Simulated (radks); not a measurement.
The numbers below are computed, except where a source is named.
Ir+, 76 electrons, occupied as [Xe] 4f13.5 5d6 6s1.5 6p1 (fractional occupations, a model configuration). Level of theory: Dirac Kohn-Sham, PBE, spin-unpolarised, spherical densities, finite nucleus; open shells fill j = l - 1/2 first; Fermi nuclear charge, rms radius 5.4032 fm (a radial shooting solver on a logarithmic mesh with Libxc functionals).

Unscreened Slater integrals over Kohn-Sham orbitals (cm^-1). Large and small components are both included. Empty in this configuration: 6p3/2.

\begin{tabular}{lr}
integral & value \\ \hline
F0(6p1/2,6p1/2) & 62981 \\
F0(6p1/2,6s1/2) & 68842 \\
G1(6p1/2,6s1/2) & 44850 \\
F0(6p1/2,5d5/2) & 76795 \\
G3(6p1/2,5d5/2) & 11318 \\
F0(6p1/2,5d3/2) & 77167 \\
G1(6p1/2,5d3/2) & 13432 \\
F0(6p1/2,6p3/2) & 59906 \\
G2(6p1/2,6p3/2) & 31648 \\
F0(6s1/2,6s1/2) & 77272 \\
F0(6s1/2,5d5/2) & 90524 \\
G2(6s1/2,5d5/2) & 22687 \\
F0(6s1/2,5d3/2) & 91157 \\
G2(6s1/2,5d3/2) & 21045 \\
F0(6s1/2,6p3/2) & 64653 \\
G1(6s1/2,6p3/2) & 37648 \\
F0(5d5/2,5d5/2) & 125480 \\
F2(5d5/2,5d5/2) & 64882 \\
F4(5d5/2,5d5/2) & 42873 \\
F0(5d5/2,5d3/2) & 127540 \\
F2(5d5/2,5d3/2) & 65949 \\
G2(5d5/2,5d3/2) & 65868 \\
G4(5d5/2,5d3/2) & 43557 \\
F0(5d5/2,6p3/2) & 70762 \\
F2(5d5/2,6p3/2) & 22351 \\
G1(5d5/2,6p3/2) & 10130 \\
G3(5d5/2,6p3/2) & 8153.8 \\
F0(5d3/2,5d3/2) & 129720 \\
F2(5d3/2,5d3/2) & 67181 \\
F0(5d3/2,6p3/2) & 71053 \\
F2(5d3/2,6p3/2) & 21639 \\
G1(5d3/2,6p3/2) & 9010.9 \\
G3(5d3/2,6p3/2) & 7448.5 \\
F0(6p3/2,6p3/2) & 57342 \\
F2(6p3/2,6p3/2) & 30971 \\
\end{tabular}
